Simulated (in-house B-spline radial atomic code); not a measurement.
Ga III (Ga2+): [Ar] 3d10 4s1

Method: Dirac-Kohn-Sham CAM-B3LYP, spherical fractional occupations, Fermi nucleus of rms radius 3.9973 fm. Calculated with an all-electron radial atomic-structure program (B-spline basis).

Screening seen three ways: the hydrogenic charge with the same mean radius, Z_r = [3n² - l(l+1)]/(2<r>), the one with the same energy, Z_e = n√(-2ε), and Slater's rules. Values are occupation-weighted means over j.

```tsv
shell	electrons	ε (eV)	<r> (bohr)	Z_r	Z_e	Slater
1s	2	-10294	0.04859	30.87	27.51	30.70
2s	2	-1300.1	0.2174	27.59	19.55	26.85
2p	6	-1134.3	0.1906	26.23	18.26	26.85
3s	2	-176.75	0.6517	20.71	10.81	19.75
3p	6	-126.35	0.6793	18.40	9.14	19.75
3d	10	-44.267	0.7952	13.20	5.41	9.85
4s	1	-26.104	2.114	11.35	5.54	5.70
```

The least bound orbital is 4s1/2 at -26.1 eV, and it is also the most diffuse (<r> = 2.114 bohr).

Spin-orbit splittings of the orbital energies (j = l + 1/2 above j = l - 1/2 when positive): 2p 27.75 eV, 3p 3.683 eV, 3d 0.4807 eV.

For the 1s electron the small component carries 1.26 % of the norm, the zero-frequency Breit interaction raises the level by 14.63 eV, self-energy by 7.533 eV, and vacuum polarisation lowers it by 0.7123 eV.

The density falls to 0.001 bohr⁻³ at 3.325 bohr; Σ<r²> = 17.888 bohr² gives, by the non-relativistic formula and without the paramagnetism of open shells, a Langevin diamagnetic susceptibility of -14.17×10⁻⁶ cm³/mol.

Caution: exact exchange at fractional occupations of open shells leaves self-interaction of up to several eV.
